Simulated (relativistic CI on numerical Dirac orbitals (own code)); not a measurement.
## Transition arrays of Cu7+

Calculated at this level of theory: Dirac-Coulomb-Breit CI, KLI orbitals optimised for each configuration, model QED (radiative potential, 1s self-energy scaled to tabulated hydrogen-like ionisation energies), valence Slater integrals scaled by 0.9, whole transition arrays (own radial code, finite nucleus).

Configuration list (outside the closed core [Ne] 3s2): 3p6 3d4, 3p6 3d3 4f, 3p5 3d5, 3p6 3d3 4p, 3p6 3d3 5f. Levels of other configurations are missing.

All E1 lines from the levels of 3p6 3d4; mean and standard deviation are weighted by gf, and upper levels are sorted by their leading configuration.

```csv
Upper configuration,Lines,Σgf,Mean (eV),Mean (nm),σ (eV),Strongest line (nm)
3p6 3d3 4f,2825,367.1,109.25,11.348,2.84,11.285
3p5 3d5,3269,346.1,86.03,14.412,7.14,13.064
3p6 3d3 4p,1694,72.5,72.22,17.169,2.72,17.224
3p6 3d3 5f,2825,216.4,128.90,9.619,2.97,9.560
```

Σgf per state of the lower configuration in bins of 0.2 nm over the central range (centre: value): 9.3: 0.10, 9.5: 0.46, 9.7: 0.22, 9.9: 0.17, 10.1: 0.05, 10.3: 0.01, 10.5: 0.01, 10.7: 0.01, 10.9: 0.14, 11.1: 0.36, 11.3: 0.63, 11.5: 0.22, 11.7: 0.23, 11.9: 0.07, 12.1: 0.05, 12.5: 0.02, 12.9: 0.01, 13.1: 0.26, 13.3: 0.09, 13.5: 0.06, 13.7: 0.16, 13.9: 0.15, 14.1: 0.05, 14.3: 0.11, 14.5: 0.09, 14.7: 0.15, 14.9: 0.05, 15.1: 0.05, 15.3: 0.05, 15.5: 0.03, 15.7: 0.07, 15.9: 0.07, 16.1: 0.02, 16.3: 0.05, 16.5: 0.04, 16.7: 0.03, 16.9: 0.09, 17.1: 0.09, 17.3: 0.06, 17.5: 0.04.

Question: How do configuration mixing and the scaling of the Slater integrals move the arrays?

Answer: Slater scale 0.9, no configuration mixing: 3p6 3d3 4f 109.1 ± 2.7 eV (Σgf 287.0), 3p5 3d5 86.9 ± 6.7 eV (Σgf 479.3), 3p6 3d3 4p 71.9 ± 2.5 eV (Σgf 58.5), 3p6 3d3 5f 128.9 ± 2.9 eV (Σgf 141.9); Slater scale 1: 3p6 3d3 4f 109.4 ± 3.2 eV (Σgf 386.4), 3p5 3d5 87.1 ± 7.9 eV (Σgf 324.1), 3p6 3d3 4p 72.7 ± 3.3 eV (Σgf 77.0), 3p6 3d3 5f 129.0 ± 3.3 eV (Σgf 225.5); Slater scale 0.8: 3p6 3d3 4f 109.1 ± 2.5 eV (Σgf 350.8), 3p5 3d5 85.0 ± 6.3 eV (Σgf 358.0), 3p6 3d3 4p 72.1 ± 2.4 eV (Σgf 74.3), 3p6 3d3 5f 128.8 ± 2.6 eV (Σgf 208.3). With mixing, levels are counted to their leading configuration, so an array can shrink or vanish into another, and the sums then hold other lines.
